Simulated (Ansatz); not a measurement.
`[OH][Ti]([OH])([Cl])[Cl]` and `[OH][Ti]([F])([Cl])[Cl]` differ in one atom or group.

Ansatz, PBE0-D4/def2-TZVP geometries, multiplicity 1. Each molecule was computed in one conformer, which needn't be the lowest.

Scalar relativity is left out up to krypton.

```
                                                                                  property  `[OH][Ti]([OH])([Cl])[Cl]`
                                            zero-point energy (PBE0-D4/def2-TZVP) / kJ/mol                        73.8
ideal-gas entropy at 298 K and 1 bar (rigid rotor, harmonic PBE0-D4/def2-TZVP) / J/(mol·K)                         382
                                                        LUMO energy (PBE0/def2-TZVPP) / eV                       -2.71
                                                     HOMO–LUMO gap (B3LYP/def2-TZVPP) / eV                        5.70
                                          size of the dipole moment (B3LYP/def2-TZVPP) / D                        3.21
                                                   HOMO–LUMO gap (ωB97M-V/def2-TZVPP) / eV                       10.62
```

Question: Give the same properties after the change, and the shifts. (Estimate.)

Answer: The calculation gave: 
```json
{"property": "zero-point energy (PBE0-D4/def2-TZVP) / kJ/mol", "`[OH][Ti]([F])([Cl])[Cl]`": "46.2", "shift": "-27.6"}
{"property": "ideal-gas entropy at 298 K and 1 bar (rigid rotor, harmonic PBE0-D4/def2-TZVP) / J/(mol·K)", "`[OH][Ti]([F])([Cl])[Cl]`": "371", "shift": "-11"}
{"property": "LUMO energy (PBE0/def2-TZVPP) / eV", "`[OH][Ti]([F])([Cl])[Cl]`": "-3.03", "shift": "-0.32"}
{"property": "HOMO–LUMO gap (B3LYP/def2-TZVPP) / eV", "`[OH][Ti]([F])([Cl])[Cl]`": "5.77", "shift": "0.07"}
{"property": "size of the dipole moment (B3LYP/def2-TZVPP) / D", "`[OH][Ti]([F])([Cl])[Cl]`": "2.59", "shift": "-0.62"}
{"property": "HOMO–LUMO gap (ωB97M-V/def2-TZVPP) / eV", "`[OH][Ti]([F])([Cl])[Cl]`": "10.70", "shift": "0.08"}
```

With PBE0 the HOMO falls by 0.39 eV and the LUMO falls by 0.32 eV, so the gap widens by about 0.07 eV. PBE moves the HOMO by -0.37 eV and ωB97M-V by -0.39 eV. The zero-point energy changes by -27.6 kJ/mol with -3 modes. Dipoles are sizes alone; their direction can turn.

B3LYP here is the variant with VWN-RPA as its local correlation; programs differ in this.
